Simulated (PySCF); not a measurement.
F₄HSTa, SMILES [F][Ta]([F])([F])([F])[SH], multiplicity 1. The structure is a stationary point at PBE-D3(BJ)/def2-SVP. The multiplicity is an assumed one; no other spin state was optimised. The structure was generated by enumeration; whether it is a known compound was not checked. The def2 effective core potentials stand for the cores of Ta; spin–orbit coupling is left out. One conformer was computed; it need not be the lowest.

Task: Give the equilibrium geometry at PBE-D3(BJ)/def2-SVP (PySCF confirms it by a frequency run) as a Z-matrix, and its point group. (An estimate is asked for; the answer gives what the named calculation found.)

Result: One answer among several that fit: point group Cs.
```
Ta
F 1 1.8763
F 1 1.8763 2 123.53
F 1 1.8933 2 92.10 3 -93.92
F 1 1.8990 2 91.60 4 -173.10
S 1 2.3905 2 118.22 5 88.82
H 6 1.3640 1 95.19 2 -90.85
```
